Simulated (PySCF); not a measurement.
**Unknown compound**

An unknown has the formula C₆H₅BF₂. Its calculated NMR data are:

1H NMR (500 MHz, computed): δ 8.35 (m, 2H), 7.91 (m, 1H), 7.76 (m, 2H).

13C{1H} NMR (computed): δ 144.9 (CH, 2C), 141.5 (CH), 134.7 (CH, 2C), 130.3 (C).

Theoretical values (PySCF 2.14.0 with density-fitted response routines): PBE0-D3(BJ)/def2-TZVP structure, σ from GIAO-B97-2/pcSseg-2. No relativistic terms, one averaged value for each set of equivalent atoms, one conformer, in vacuum.

δ = σ(ref) − σ, references computed at the same level: 1H (σ = 31.64 ppm), 13C (σ = 185.38 ppm) against TMS.

**Question.** What is the structure?

**Answer.** 
- 4 carbon signals for 6 carbons: some carbons are equivalent by symmetry or fast rotation.
- Carbon types of the structure: 1 × C, 5 × CH, which accounts for all hydrogens.
- δC 144.9, 141.5, 134.7: aromatic CH.
- δC 130.3: substituted aromatic carbon.
- δH 8.35, 7.91, 7.76: hydrogen on an aromatic CH; it sits in the deshielding region of the aromatic ring current.

The compound is Phenyldifluoroborane (FB(F)c1ccccc1).

The data come from this structure; uniqueness wasn't tested.

A carbon bonded to boron is broadened by the quadrupolar boron nucleus and is often missing from a measured spectrum. Splittings by 19F in the carbon and heteronuclear signals aren't shown, as no couplings were computed. Shifts are as computed. Against solution values, carbons near 30 ppm lie about +3 ppm off and those near 130 ppm about +7 ppm. Of 1211 compounds with measured shifts, 218 miss one by over three times the rms of a fit or turn the order of signals round; such compounds aren't used in these exercises. No couplings were computed; multiplicities are counted from neighbouring protons, with m where these are inequivalent, close in shift, in a saturated or five-membered ring or joined by F or P, and br s for small geminal =CH2 splittings.
